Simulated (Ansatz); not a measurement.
Start from `[OH][AlH2]` and change one atom or group to get `[OH][AlH][I]`.

Ansatz, PBE0-D4/def2-TZVP geometries, multiplicity 1. Each molecule was computed in one conformer, which needn't be the lowest.

Elements past krypton have def2 core potentials.

```json
{"property": "HOMO energy (PBE/def2-TZVPP) / eV", "`[OH][AlH2]`": "-7.03"}
{"property": "HOMO–LUMO gap (PBE0/def2-TZVPP) / eV", "`[OH][AlH2]`": "7.41"}
{"property": "size of the dipole moment (ωB97M-V/def2-TZVPP) / D", "`[OH][AlH2]`": "1.24"}
{"property": "zero-point energy (PBE0-D4/def2-TZVP) / kJ/mol", "`[OH][AlH2]`": "70.0"}
{"property": "LUMO energy (PBE/def2-TZVPP) / eV", "`[OH][AlH2]`": "-1.73"}
{"property": "size of the dipole moment (B3LYP/def2-TZVPP) / D", "`[OH][AlH2]`": "1.23"}
```

**Question.** What does the change do to each property? (An estimate is asked.)

**Answer.** The calculation gave: 
```
                                          property  `[OH][AlH][I]`  shift
                 HOMO energy (PBE/def2-TZVPP) / eV           -6.70   0.33
              HOMO–LUMO gap (PBE0/def2-TZVPP) / eV            6.78  -0.63
size of the dipole moment (ωB97M-V/def2-TZVPP) / D            0.72  -0.52
    zero-point energy (PBE0-D4/def2-TZVP) / kJ/mol            56.6  -13.4
                 LUMO energy (PBE/def2-TZVPP) / eV           -1.82  -0.09
  size of the dipole moment (B3LYP/def2-TZVPP) / D            0.70  -0.53
```

With PBE0 the HOMO rises by 0.52 eV and the LUMO falls by 0.12 eV, so the gap narrows by about 0.64 eV. PBE moves the HOMO by 0.33 eV and ωB97M-V by 0.64 eV. Dipoles are sizes alone; their direction can turn.

B3LYP here is the variant with VWN-RPA as its local correlation; programs differ in this.

Spin–orbit coupling is left out; it splits and shifts lone-pair levels of the heavy atoms by tenths of an eV.
